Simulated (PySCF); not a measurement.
**Electron correlation in Kr²⁶⁺ (krypton, charge +26)**

Starting occupation: [Ne]. Computed with PySCF 2.14 in an even-tempered Gaussian basis (18 s from 1.9 bohr⁻², ratio 2.6; 13 p from 2.5 bohr⁻², ratio 2.6; 6 d from 2.6 bohr⁻², ratio 2.8; 3 f from 68 bohr⁻², ratio 2.8), with X2C-1e with screened-nucleus spin-orbit coupling, Gaussian nucleus. Frozen: 1s2; 8 electrons correlated; the 56 highest virtual spinors left out.

MP2 pair energies summed by pair of shells (mhartree):

```csv
pair,energy,share (%)
2p1/2-2p3/2,-98.36,33.5
2p3/2-2p3/2,-93.65,31.9
2p3/2-2s1/2,-44.93,15.3
2p1/2-2s1/2,-22.75,7.7
2p1/2-2p1/2,-22.56,7.7
2s1/2-2s1/2,-11.66,4.0
```

Total MP2 correlation energy: -293.90 mhartree.

The virtual space was cut to 44 spinors, which keep -225.98 of the -293.90 mhartree of MP2 correlation.

```
  level  correlation energy (mhartree)
   CCSD                        -227.54
    (T)                          -0.05
CCSD(T)                        -227.59
```

Diagnostics: T1 = 9.4e-05, largest double amplitude 0.004.

Cost of the coupled-cluster step: about 11 core-seconds, for 8 occupied and 44 virtual spinors.

Iterations:

```
Init t2, MP2 energy = -0.225981243310237
CCSD nocc = 8, nmo = 52
Init t2, MP2 energy = -0.225981243310237
Init E_corr(GCCSD) = -0.225981243310237
cycle = 1  E_corr(GCCSD) = -0.227484872579886  dE = -0.00150362927  norm(t1,t2) = 0.000537081
cycle = 2  E_corr(GCCSD) = -0.227533742739585  dE = -4.88701597e-05  norm(t1,t2) = 2.52497e-05
cycle = 3  E_corr(GCCSD) = -0.227535719754195  dE = -1.97701461e-06  norm(t1,t2) = 1.49911e-06
cycle = 4  E_corr(GCCSD) = -0.227535708040828  dE = 1.17133669e-08  norm(t1,t2) = 1.33862e-08
cycle = 5  E_corr(GCCSD) = -0.227535707890823  dE = 1.50005147e-10  norm(t1,t2) = 3.80993e-10
GCCSD converged
E(GCCSD) = -2326.207342954856  E_corr = -0.2275357078908231
```

The coupled-cluster values are those of the cut space; adding the MP2 remainder, -67.92 mhartree, estimates the full space.

At this charge the one-electron X2C treatment keeps the bare 1/r₁₂, with no two-electron picture change or Breit term. The effect here is smaller than on the frozen 1s shell.
